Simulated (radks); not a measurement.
Excited configurations of the ruthenium ion Ru3+: one electron is placed in a higher orbital outside [Kr] 4d4. The ground configuration is [Kr] 4d5. All-electron calculation, scalar-relativistic Kohn-Sham, LDA (Slater exchange, Perdew-Wang correlation), spin-polarised, spherical densities, point nucleus; open shells are filled with parallel spins first (spin-orbit coupling, left out, can overturn this in heavy ions). Program: a radial shooting solver on a logarithmic mesh with Libxc functionals. Excitation = E - E(ground); binding = E(ion) - E, where the ion is the core of charge +4; n* = 4/sqrt(2 binding) in atomic units, and the quantum defect is n - n*.

| outer orbital | excitation (eV) | binding (eV) | n* | quantum defect | eigenvalue (eV) | <r> (bohr) |
|---|---|---|---|---|---|---|
| 4f | 30.097 | 15.973 | 3.692 | 0.308 | -12.976 | 3.361 |
| 5p | 17.280 | 28.790 | 2.750 | 2.250 | -25.214 | 2.783 |
| 5d | 27.116 | 18.955 | 3.389 | 1.611 | -16.482 | 3.737 |
| 5f | 35.503 | 10.567 | 4.539 | 0.461 | -9.116 | 6.252 |
| 6s | 28.118 | 17.953 | 3.482 | 2.518 | -16.088 | 4.705 |
| 6p | 30.754 | 15.316 | 3.770 | 2.230 | -13.670 | 5.290 |
| 6f | 38.788 | 7.283 | 5.467 | 0.533 | -6.430 | 9.883 |
| 7s | 35.161 | 10.910 | 4.467 | 2.533 | -9.824 | 7.679 |
| 7d | 38.470 | 7.600 | 5.352 | 1.648 | -6.806 | 10.32 |

The Delta-SCF ionisation energy is 46.070 eV (NIST Atomic Spectra Database: 45 eV, theoretical). Self-interaction in the functional shifts the binding energies and quantum defects, so they are the method's values and not measured ones. Open shells are spherical and high-spin; term and fine-structure splittings are not resolved.
